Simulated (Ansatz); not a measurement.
The cluster CuI2, relaxed as a doublet with UKS PBE-D4/def2-TZVP in Ansatz, starting from the GFN2-xTB geometry. Force threshold 0.02 eV/Å.

In the def2 sets I takes a core potential; there is no spin–orbit coupling. An occupied level of the charge 0 doublet lies above an empty one (by up to 0.01 eV), so this SCF solution is probably not the lowest. The gap within one spin of the charge 0 doublet nearly closes, so an electron or hole may be smeared out by delocalisation error. The relaxation made no stability test and no search for a lower SCF solution. No other spin state of charge 0 was run. The structure comes from a short search, and lower isomers may exist.

Start:

```
atom   x (Å)   y (Å)   z (Å)
 Cu1  -0.140  -0.952  -0.738
  I2  -1.169  -0.110   1.358
  I3   1.309   1.062  -0.621
```

| step | energy (eV) | largest force component (eV/Å) | SCF passes |
| --- | --- | --- | --- |
| 1 | -60837.7939 | 0.508 | 20 |
| 2 | -60837.9521 | 0.733 | 29 |
| 3 | -60838.0635 | 0.667 | 30 |
| 4 | -60838.1875 | 0.388 | 29 |
| 5 | -60838.2828 | 0.345 | 32 |
| 6 | -60838.3602 | 0.215 | 32 |
| 7 | -60838.4065 | 0.094 | 36 |
| 8 | -60838.4163 | 0.006 | 28 |

Force components are those of the run's own axes.

End:

Cartesian coordinates in Å:
```
Cu -0.001 -0.008 -0.006
I -1.760 -0.829 1.409
I 1.761 0.836 -1.403
```

By distances, no bond broke or formed. The bond that changes most is Cu1–I3, from 2.48 to 2.40 Å (atoms count from 1). The end is the same structure that another start reached, the lowest one found.

No frequencies were taken in this run, so the end may be a saddle point.

It took 25 s on 4 threads of Arm Neoverse N1 on a shared host.
